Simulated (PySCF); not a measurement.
A thermochemical cycle for KSi

r²SCAN in PySCF with x2c-SVPall on every atom, spin-free X2C, for the lowest determinant that a PBE0 search found; no spin–orbit coupling. KSi, a quartet (σ ↑, π ↑↑), has De = 1.67 eV to neutral atoms, and KSi⁺, a triplet (σ ↑, π ↑), has De = 0.28 eV to K⁺ + Si.

The adiabatic ionisation energy of KSi, between the minima, is 5.63 eV.

**Question.** Which ionisation energy of the K atom does this level give?

**Answer.** IE(K) = IE(molecule) + De(ion) − De(neutral) = 5.63 + 0.28 − 1.67 = 4.24 eV; the measured value is 4.341 eV (NIST ASD).

Weak bonds: KSi⁺. Basis-set superposition, not corrected here, can be much of De in a small basis, most of all at correlated wavefunction levels. For an ion De counts to the pair picked by the measured ionisation energies or electron affinities, which need not be the lowest pair at this level. States were picked by a PBE0 search and need not be the measured ground states.
